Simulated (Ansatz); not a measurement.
`C[CH2][Zn][NH2]` + H₂ → `[CH3][Zn][NH2]` + CH₄  (hydrogenolysis of a C–C bond)

Isolated molecules relaxed with PBE0-D4/def2-TZVP in Ansatz; ΔE leaves out vibrations. CCSD(T)/CBS adds triple-zeta CCSD(T) − MP2 to the extrapolated MP2 energy (def2 sets, frozen cores). This one scheme is used for every species. DFT in def2-TZVPP. B3LYP here is the variant with VWN-RPA as its local correlation; programs differ in this. HSE06 is defined as in plane-wave codes. For Zn outer-core shells are correlated without core-valence functions, which leaves a few kJ/mol of doubt a bond. Scalar relativity is left out up to krypton. Each species was taken in one conformer, which may not be the lowest.

(1) Is it downhill or uphill in electronic energy at CCSD(T)/CBS, and by how much? (Best estimate.)

(2) What do these levels give: B3LYP-D4, HSE06-D4, CAM-B3LYP-D4, revPBE, LC-ωPBE, CCSD/CBS(def2)? (Best estimate.)

Largest T1 diagnostic among the species: 0.014.

Results:

(1) Computed: Downhill: ΔE = -0.91 eV.

(2) Computed: B3LYP-D4 -0.93, HSE06-D4 -0.92, CAM-B3LYP-D4 -0.96, revPBE -0.94, LC-ωPBE -0.96, CCSD/CBS(def2) -0.94 eV.

Leaving LDA and LC-ωPBE aside and taking each functional with its dispersion term where it has one, the values, not all of them listed here, spread over 0.17 eV, from B97M-V to revPBE-D4. LDA lies +0.06 eV from PBE without D4. At CCSD(T), def2-SVP lies +0.03 eV from the extrapolated value and def2-TZVPP −0.01 eV.
